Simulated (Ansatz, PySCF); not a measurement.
CH3ClF2Sn, singlet, at the geometry of the source list (all electrons, no relativity), with bond 3-2 at 1.8 times its length. Base run: CASSCF(2,3)/STO-3G in PySCF.

Input for PySCF:
```python
from pyscf import gto, scf, mcscf
import numpy

mol = gto.M(
    atom='''
C    -1.29740000   -0.15200000    0.01960000
Sn    0.89560000    0.05770000   -0.05110000
F     2.15974000   -0.17270000    3.28574000
F     1.32020000    1.93210000   -0.54100000
Cl    2.30640000   -1.22900000   -1.31650000
H    -1.50800000   -1.20420000    0.16120000
H    -1.67160000    0.21700000   -0.92790000
H    -1.64320000    0.44870000    0.85290000
''',
    basis='sto-3g',
    verbose=4,
)

mf = scf.RHF(mol)
mf.kernel()
mc = mcscf.CASSCF(mf, 3, 2)
mc.fix_spin_(ss=0.0)
mc.kernel()
occ = numpy.linalg.eigvalsh(mc.fcisolver.make_rdm1(mc.ci, mc.ncas, mc.nelecas))[::-1]
ss = mc.fcisolver.spin_square(mc.ci, mc.ncas, mc.nelecas)[0]
print('natural occupations', occ.round(4), ' <S^2>', round(ss, 4))
```

Programs used: Ansatz (a quantum-chemistry and plane-wave program), PySCF; a row that names a program was run with it.

Each row names what was changed in the base input (with any setting that the change needs).

```tsv
change	ΔE vs base (mEh)	natural occupations	<S^2> of the state	outcome
base	0.000	1.13 0.87 0.00	0.00	converged
active space = 2 electrons, 2 orbitals	0.001	1.13 0.87	0.00	converged
active space = 4 electrons, 5 orbitals	-16.270	1.97 1.13 0.87 0.03 0.00	0.00	converged
start = MP2 natural orbitals	0.000	1.13 0.87 0.00	0.00	converged
active space = 8 electrons, 8 orbitals	-	-	-	not converged
orbitals = fixed (CASCI); correction = SC-NEVPT2	-100.3	1.13 0.87 0.00	0.00	converged
active space = 6 electrons, 7 orbitals	-	-	-	not converged
fix_spin_ = off	0.000	1.13 0.87 0.00	0.00	converged
state_average = 2 states	6.094	-	-	converged
correction = SC-NEVPT2	-98.857	1.13 0.87 0.00	0.00	converged
code = ansatz; correction = SC-NEVPT2, all electrons	-98.394	-	-	converged
```

Active orbitals are taken around the Fermi level unless the row says otherwise; CASSCF can end in different local minima, and two programs can end on different orbitals. State-averaged rows give the lowest state.

Ansatz warned in this series: the state or the total is in doubt.
